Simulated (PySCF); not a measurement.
Ar²⁺ (argon, charge +2): UHF calculation

Configuration: [Ne] 3s1 3p5, high-spin 3P determinant (an excited configuration). All numbers are calculated (PySCF 2.14, the non-relativistic Hamiltonian (point nucleus), in aug-cc-pV(5+d)Z).

* Total energy: -524.687113 hartree
* One-electron energy: -708.4202 hartree
* Hartree (Coulomb) energy: 213.0581 hartree
* Exchange energy: -29.3250 hartree
* Kinetic energy: 524.66577 hartree
* ⟨S²⟩: 2.0059
* ⟨L²⟩: 2.014
* Sum of ⟨r⟩: 11.95 bohr
* Sum of ⟨r²⟩: 16.18 bohr²
* Traceless quadrupole moment −½Σ⟨3z² − r²⟩ along its main axis: 0.942 e·bohr²
* Density at the nucleus (Gaussians lack the cusp): 3810 bohr⁻³
* Spin density at the nucleus: 16.6 bohr⁻³
* Langevin diamagnetic susceptibility: -12.8 ×10⁻⁶ cm³/mol

| shell | electrons | mean orbital energy (hartree) | spread (hartree) | rms radius, mean of both spins (bohr) |
| --- | --- | --- | --- | --- |
| 1s α | 1 | -119.81350 | 0 | 0.0998 |
| 1s β | 1 | -119.76458 | 0 | 0.0998 |
| 2s α | 1 | -13.49634 | 0 | 0.449 |
| 2s β | 1 | -13.42372 | 0 | 0.449 |
| 2p α | 3 | -10.75342 | 0.03083 | 0.417 |
| 2p β | 3 | -10.69805 | 0.02847 | 0.417 |
| 3s α | 1 | -2.37400 | 0 | 1.42 |
| 3p α | 3 | -1.63194 | 0.08489 | 1.59 |
| 3p β | 2 | -1.41583 | 0 | 1.59 |

Spin-orbit constants ζ (cm⁻¹) from the X2C one-electron operator on these orbitals (non-relativistic here): bare nucleus, nucleus screened by l(l+1)(2l+1)/3 electrons, and screened by the Breit-Pauli mean field of the electrons.

```tsv
shell	bare	screened nucleus	mean field
2p	12920	11480	10820
3p	1235	1098	1026
```

To first order the Landé constant is A = -512.9 cm⁻¹, so the lowest level has J = 2 and lies 0.0636 eV below the centre of the term. This holds in LS coupling only.
